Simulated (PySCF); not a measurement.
Si(H)2(OH)(SeH) (H₄OSeSi), SMILES O[SiH2][SeH]. Atoms are numbered in the order given.

```xyz
7

Si    -1.1860     0.0144     0.3692
O     -1.4229     1.6234     0.7157
Se     0.9153    -0.4190    -0.3738
H     -1.4742    -0.7055     1.6311
H     -2.0447    -0.4740    -0.7457
H     -1.1552     2.2533     0.0377
H      1.5399    -0.0166     0.8911
```

Coordinates come from a ωB97X-D3(BJ)/def2-SVP optimisation. One conformer was computed; it need not be the lowest.

Calculation: TDA-LC-ωPBE/def2-SVPD in PySCF.

Vertical excitations. Isolated molecule, no solvent.

Computed lowest excited states:
| state | energy (eV) | λ (nm) | f | main pairs |
|---|---|---|---|---|
| S1 | 5.78 | 215 | 0.002 | HOMO→LUMO+2 45 %, HOMO→LUMO 19 %, HOMO→LUMO+1 15 %, HOMO→LUMO+6 10 % |
| S2 | 6.59 | 188 | 0.061 | HOMO→LUMO 53 %, HOMO→LUMO+1 27 % |
| S3 | 7.14 | 174 | 0.032 | HOMO→LUMO+1 29 %, HOMO→LUMO+2 20 %, HOMO→LUMO+5 13 %, HOMO→LUMO 8 % |
| S4 | 7.74 | 160 | 0.023 | HOMO−1→LUMO 23 %, HOMO→LUMO+3 16 %, HOMO−1→LUMO+2 14 %, HOMO→LUMO+7 11 % |
| S5 | 7.88 | 157 | 0.013 | HOMO−1→LUMO 44 %, HOMO→LUMO+3 18 %, HOMO−1→LUMO+5 9 % |
| S6 | 7.91 | 157 | 0.015 | HOMO−1→LUMO+2 41 %, HOMO→LUMO+3 12 %, HOMO−1→LUMO+1 7 %, HOMO−1→LUMO+4 7 % |
| S7 | 8.15 | 152 | 0.104 | HOMO→LUMO+5 31 %, HOMO→LUMO+7 21 %, HOMO→LUMO+8 9 %, HOMO→LUMO+6 6 % |
| S8 | 8.19 | 151 | 0.006 | HOMO→LUMO+3 24 %, HOMO→LUMO+8 17 %, HOMO→LUMO+5 14 %, HOMO→LUMO+7 12 % |
| S9 | 8.30 | 149 | 0.149 | HOMO→LUMO+4 40 %, HOMO→LUMO+6 18 %, HOMO→LUMO+3 15 % |
| S10 | 8.45 | 147 | 0.005 | HOMO→LUMO+4 25 %, HOMO→LUMO+6 22 %, HOMO→LUMO+5 13 %, HOMO→LUMO+1 12 % |
| T1 | 5.26 | 236 | 0 | HOMO→LUMO+2 43 %, HOMO→LUMO 20 %, HOMO→LUMO+6 12 %, HOMO→LUMO+1 11 % |
| T2 | 6.08 | 204 | 0 | HOMO→LUMO 41 %, HOMO→LUMO+1 28 %, HOMO→LUMO+5 11 %, HOMO→LUMO+11 6 % |
| T3 | 6.52 | 190 | 0 | HOMO→LUMO+1 21 %, HOMO→LUMO+2 18 %, HOMO→LUMO+5 11 %, HOMO→LUMO 9 % |
| T4 | 6.85 | 181 | 0 | HOMO−1→LUMO+2 27 %, HOMO−1→LUMO+1 18 %, HOMO−1→LUMO+6 9 %, HOMO−1→LUMO 6 % |
Triplets are in the Tamm–Dancoff approximation.
